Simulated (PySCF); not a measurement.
# Electron correlation in Os(37+) (osmium, charge +37)

[Kr] 4d3, high-spin 4F determinant. All numbers are calculated (PySCF 2.14, no relativity, point nucleus, in an uncontracted even-tempered set (18 s from 3.5 bohr⁻², ratio 2.5; 12 p from 4.6 bohr⁻², ratio 2.5; 9 d from 4.6 bohr⁻², ratio 2.5; 4 f from 20 bohr⁻², ratio 2.7; 3 g from 30 bohr⁻², ratio 2.7)). Frozen: [Ar] 3d10; 11 electrons correlated; the 35 highest virtual orbitals of each spin left out.

MP2 pair energies summed by pair of shells (mhartree):

| pair | energy | share (%) |
| --- | --- | --- |
| 4p-4p | -138.59 | 43.1 |
| 4p-4d | -117.33 | 36.5 |
| 4s-4p | -30.44 | 9.5 |
| 4s-4d | -15.61 | 4.9 |
| 4d-4d | -12.79 | 4.0 |
| 4s-4s | -6.65 | 2.1 |

Total MP2 correlation energy: -321.40 mhartree.

At this charge a non-relativistic calculation is a model, useful for the Z dependence of the correlation energy.

Spin-orbit coupling is strong in this species, so the high-spin LS determinant is a model state.
